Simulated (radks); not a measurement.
Polarisability of the iridium ion Ir2+, [Xe] 4f14 5d7, at imaginary frequency. Calculated with a radial shooting solver on a logarithmic mesh with Libxc functionals: scalar-relativistic Kohn-Sham, LDA (Slater exchange, Perdew-Wang correlation), spin-polarised, spherical densities, finite nucleus; open shells are filled with parallel spins first (spin-orbit coupling, left out, can overturn this in heavy ions); Fermi nuclear charge, rms radius 5.4032 fm. Response by self-consistent Sternheimer equations with the Hartree and adiabatic LDA kernel, the relativistic mass of each level held fixed and spin-orbit coupling left out.

w (hartree),alpha1(iw) (bohr^3)
0.00266,10.61
0.0143,10.61
0.0360,10.57
0.0697,10.47
0.118,10.21
0.186,9.708
0.280,8.870
0.413,7.700
0.605,6.301
0.892,4.801
1.35,3.325
2.12,2.014
3.59,1.011
6.94,0.3924
17.5,0.09810

Static values: alpha1 = 10.61 bohr^3 (1.573 angstrom^3; uncoupled 16.85). C6 = 69.42, triple-dipole C9 = 495.6 atomic units. One-pole (London) frequency 4 C6 / (3 alpha1^2) = 0.822 hartree, against 0.870 for minus the highest occupied eigenvalue.
